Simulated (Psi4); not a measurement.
Psi4 input (wB97X-D/6-31G*):

```
memory 1500 MB

molecule {
-1 2
Na   -0.00000000   -0.00000000   -0.90343180
F     0.00000000    0.00000000    1.10419443
symmetry c1
no_reorient
no_com
}

set {
  basis 6-31G*
  reference uks
  scf_type pk
  dft_radial_points 99
  dft_spherical_points 590
  e_convergence 1e-8
  d_convergence 1e-7
  maxiter 150
}

e = energy('wb97x-d')
print_out(f'\nFINAL {e:.10f} DIPOLE {variable("CURRENT DIPOLE")[0]:.6f} {variable("CURRENT DIPOLE")[1]:.6f} {variable("CURRENT DIPOLE")[2]:.6f}\n')
```

From the last part of the output:

```

    Beta Occupied:

       1A    -38.409593     2A    -24.446041     3A     -2.130176
       4A     -1.050189     5A     -1.050189     6A     -1.046462
       7A     -0.869974     8A     -0.149358     9A     -0.140991
      10A     -0.140991

    Beta Virtual:

      11A      0.122097    12A      0.170813    13A      0.170813
      14A      0.201041    15A      0.276721    16A      0.374569
      17A      0.374569    18A      0.441422    19A      0.638080
      20A      0.638080    21A      0.680410    22A      0.680410
      23A      0.707311    24A      0.806539    25A      1.547365
      26A      1.670762    27A      1.670762    28A      2.037695
      29A      2.265907    30A      2.269461    31A      2.269465
      32A      2.322489    33A      2.322489    34A      4.293794

    Final Occupation by Irrep:
              A
    DOCC [    10 ]
    SOCC [     1 ]
    NA   [    11 ]
    NB   [    10 ]

  @UKS Final Energy:  -262.11913307526038

   => Energetics <=

    Nuclear Repulsion Energy =             26.0947695708926837
    One-Electron Energy =                -425.2397040795462431
    Two-Electron Energy =                 154.9648378805196103
    DFT Exchange-Correlation Energy =     -17.9388378656763408
    Empirical Dispersion Energy =          -0.0001985814500734
    VV10 Nonlocal Energy =                  0.0000000000000000
    Total Energy =                       -262.1191330752603790

  UHF NO Occupations:
  HONO-2 :    9  A 1.9999417
  HONO-1 :   10  A 1.9999417
  HONO-0 :   11  A 1.0000000
  LUNO+0 :   12  A 0.0000583
  LUNO+1 :   13  A 0.0000583
  LUNO+2 :   14  A 0.0000382
  LUNO+3 :   15  A 0.0000012

Computation Completed

Properties will be evaluated at   0.000000,   0.000000,   0.000000 [a0]

Properties computed using the SCF density matrix

 Multipole Moments:

 ------------------------------------------------------------------------------------
     Multipole            Electronic (a.u.)      Nuclear  (a.u.)        Total (a.u.)
 ------------------------------------------------------------------------------------

 L = 1.  Multiply by 2.5417464519 to convert [e a0] to [Debye]
 Dipole X            :          0.0000000            0.0000000            0.0000000
 Dipole Y            :         -0.0000000            0.0000000           -0.0000000
 Dipole Z            :          1.4245382            0.0000001            1.4245383
 Magnitude           :                                                    1.4245383

 ------------------------------------------------------------------------------------

FINAL -262.1191330753 DIPOLE 0.000000 -0.000000 1.424538

*** Psi4 exiting successfully. Buy a developer a beer!
```

The dipole moment of an ion depends on the origin.
